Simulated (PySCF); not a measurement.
Fill in the blanks.

Compound: C₄H₈F₃NSi.
Z-matrix (Å and degrees, GFN2-xTB geometry), rows numbered from 1:
```
F 
C   1  1.3547
C   2  1.3234  1  120.63
C   3  1.4981  2  125.26  1   178.01
N   4  1.4438  3  109.08  2  -116.66
Si  5  1.7205  4  123.83  3  -142.49
C   2  1.5056  1  111.65  3  -179.89
F   7  1.3581  2  111.20  1  -120.29
F   7  1.3564  2  111.81  1   121.78
H   3  1.0808  2  118.59  1     1.86
H   4  1.0957  3  111.15  2     7.38
H   4  1.0929  3  108.48  2   125.87
H   5  1.0088  4  111.39  3    65.45
H   6  1.4640  5  105.10  4    53.18
H   6  1.4589  5  104.08  4   172.74
H   6  1.4708  5  114.90  4   -66.39
H   7  1.1002  2  111.48  1     0.52
```

```csv
property,level,value
point group of the GFN2-xTB geometry,GFN2-xTB,C1
"rotational constants A, B, C of the GFN2-xTB geometry",GFN2-xTB,?
dipole moment,PBE0/pcSseg-1,?
HOMO energy,PBE0/pcSseg-1,?
LUMO energy,PBE0/pcSseg-1,?
13C chemical shifts (computed TMS as zero) by class,GIAO PBE0/pcSseg-1,?
1H chemical shifts (computed TMS as zero) by class,GIAO PBE0/pcSseg-1,?
"isotropic shieldings of nuclei other than C and H, by class",GIAO PBE0/pcSseg-1,"245 (N5), 290 (F1), 297 (F8/F9), 404 (Si6) ppm"
```

The electronic properties come from PySCF, for the isolated species, density fitting. NMR classes are plain means over equivalent atoms (diastereotopic ones count apart unless rotation or inversion swaps them), as if these changed places fast; in this geometry the members of some classes differ.

The dipole moment?

0.22 D.

Give the 13C chemical shifts (computed TMS as zero) by class.

164.8 (C2), 126.2 (C3), 119.3 (C7), 42.4 (C4) ppm.

What are the rotational constants A, B, C of the GFN2-xTB geometry?

2.328, 0.601, 0.537 GHz.

Give the HOMO energy.

-6.99 eV.

Give the LUMO energy.

-0.62 eV.

The 1H chemical shifts (computed TMS as zero) by class?

6.49 (H17), 6.06 (H10), 4.69 (H14/H15/H16), 3.74 (H11/H12), -0.31 (H13) ppm.

The rotational constants make it an asymmetric top with κ = (2B − A − C)/(A − C) = -0.93, nearer the prolate limit (−1). With B = h/(8π²I), that is 505.379 GHz u Å² over I, the principal moments of inertia are 217.1, 841.5 and 940.9 u Å² (most abundant isotopes). The dipole matches unit charges of opposite sign 0.05 Å apart (1 e·Å = 4.8032 D).

One conformer stands for the species.
